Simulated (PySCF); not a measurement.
Computed IR spectrum (relative IR intensity) of a molecule C3H7ClSi. Geometry: PBE0-D3(BJ)/def2-SVP. Other conformers were not sampled. These are PBE0-D3(BJ)/def2-SVP in PySCF values and carry that method's errors. Frequencies are harmonic and unscaled.

Lines under 2 % of the strongest are left out, and lines within 2 cm⁻¹ are merged.

```
ν (cm⁻¹)  relative intensity
--------  ------------------
544                       25
576                       18
670                       11
720                      3.1
797                      3.5
824                      7.4
875                      100
928                       23
947                       36
960                       32
1037                     6.1
1065                     2.6
1323                      10
1441                     2.2
2238                      38
2251                      55
3143                     4.0
3148                     3.0
```

**Question.** Pick the molecule that these values belong to.
A. Cl[SiH2]C1CC1
B. C/C(Cl)=C/[SiH3]
C. Cl[SiH]1CCC1
D. C=C(Cl)[SiH2]C

**Answer.** A, Cl[SiH2]C1CC1
